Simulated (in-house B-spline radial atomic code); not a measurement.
Successive ionisation energies of iron; each step leads to the configuration of the next row (after the last: bare). Dirac energy differences include first-order Breit, QED and recoil terms. NIST's values go from ground level to ground level; the uncertainty of those that are theory runs from under 0.1 % in few-electron ions to several per cent in heavy many-electron ones. Computed with an all-electron radial atomic-structure program (B-spline basis): Dirac-Hartree-Fock, average of the configuration, finite nuclei.

```tsv
ion	configuration	ionisation energy (eV)	tabulated value (eV)	tabulated kind	computed minus tabulated (eV)	highest orbital	largest mean radius (bohr)
Fe12+	[Ne] 3s2 3p2	356.2	361	semi-empirical	-5	3p3/2	0.70479
Fe13+	[Ne] 3s2 3p1	389.3	392.2	semi-empirical	-3	3p3/2	0.6949
Fe14+	[Ne] 3s2	452.9	456.2	measured	-3	3s1/2	0.68545
Fe15+	[Ne] 3s1	488.7	489.312	semi-empirical	-1	3s1/2	0.67504
Fe16+	[He] 2s2 2p6	1264.6	1262.7	semi-empirical	2	2p3/2	0.26119
Fe17+	[He] 2s2 2p5	1364.0	1357.8	semi-empirical	6	2p3/2	0.25785
Fe18+	[He] 2s2 2p4	1466.3	1460	semi-empirical	6	2p3/2	0.25458
Fe19+	[He] 2s2 2p3	1571.5	1575.6	measured	-4	2p3/2	0.25139
Fe20+	[He] 2s2 2p2	1679.5	1687	semi-empirical	-7	2p3/2	0.24826
Fe21+	[He] 2s2 2p1	1790.5	1798.4	semi-empirical	-8	2p3/2	0.2452
Fe22+	[He] 2s2	1943.5	1950.4	semi-empirical	-7	2s1/2	0.2422
Fe23+	[He] 2s1	2045.6	2045.759	tabulated theory	0	2s1/2	0.23944
Fe24+	1s2	8826.6	8828.186	tabulated theory	-2	1s1/2	0.057843
Fe25+	1s1	9277.7	9277.689	tabulated theory	0	1s1/2	0.056994
```

Q: Where is the largest jump?

A: From Fe23+ to Fe24+, by a factor of 4.31 (2045.6 to 8826.6 eV); the highest orbital goes from 2s1/2 to 1s1/2.

Where a p, d or f electron is removed, the computed value is a mean over both j, so it misses the tabulated one by a part of the spin-orbit splitting; averaging over terms and missing correlation add to the gap, relatively most at low charge.
